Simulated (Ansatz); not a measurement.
C5H8BP⁺, that is B(phosphinine)H3 with one electron fewer. The state is a doublet with charge 1. Geometry PBE0-D4/def2-SVP, that of the neutral singlet; atoms count from 1.

```xyz
15

B    -0.6279    2.1939   -1.5794
P    -0.2233    0.6746   -0.4900
C     0.2049   -0.8998   -1.0117
C     0.5209   -1.9182   -0.1164
C     0.5222   -1.7619    1.2709
C     0.1994   -0.5584    1.9010
C    -0.1507    0.6043    1.2202
H     0.2189   -1.0940   -2.0876
H     0.7815   -2.8991   -0.5256
H     0.7857   -2.6209    1.8919
H     0.2206   -0.5266    2.9946
H    -0.3970    1.5115    1.7787
H    -1.4161    2.8385   -0.9072
H    -1.0886    1.7084   -2.5995
H     0.4497    2.7478   -1.7398
```

Question: Estimate the Mulliken populations from the PBE0/def2-TZVP orbitals of Ansatz.

Answer: 
```json
{"atom": "B1", "charge (e)": "-0.41", "spin (α − β)": "0.08"}
{"atom": "P2", "charge (e)": "0.44", "spin (α − β)": "0.24"}
{"atom": "C3", "charge (e)": "-0.10", "spin (α − β)": "0.12"}
{"atom": "C4", "charge (e)": "-0.09", "spin (α − β)": "-0.06"}
{"atom": "C5", "charge (e)": "0.01", "spin (α − β)": "0.36"}
{"atom": "C6", "charge (e)": "-0.09", "spin (α − β)": "-0.06"}
{"atom": "C7", "charge (e)": "-0.09", "spin (α − β)": "0.13"}
{"atom": "H8", "charge (e)": "0.21", "spin (α − β)": "-0.01"}
{"atom": "H9", "charge (e)": "0.20", "spin (α − β)": "0.00"}
{"atom": "H10", "charge (e)": "0.21", "spin (α − β)": "-0.02"}
{"atom": "H11", "charge (e)": "0.20", "spin (α − β)": "0.00"}
{"atom": "H12", "charge (e)": "0.21", "spin (α − β)": "-0.01"}
{"atom": "H13", "charge (e)": "0.09", "spin (α − β)": "0.04"}
{"atom": "H14", "charge (e)": "0.08", "spin (α − β)": "0.03"}
{"atom": "H15", "charge (e)": "0.15", "spin (α − β)": "0.15"}
```
Mulliken values depend strongly on the basis.

Question: Where does the spin sit?

Answer: Summed by element: B 0.08, P 0.24, C 0.48, H 0.19, of 1 unpaired in all. Largest on single atoms: C5 0.36, P2 0.24, H15 0.15.

Question: And the Mayer bond orders between heavy atoms (over 0.3)?

Answer: B1–P2 1.08 (1.91 Å); P2–C3 1.18 (1.71 Å); P2–C7 1.18 (1.71 Å); C3–C4 1.55 (1.39 Å); C4–C5 1.34 (1.40 Å); C5–C6 1.34 (1.40 Å); C6–C7 1.55 (1.39 Å).
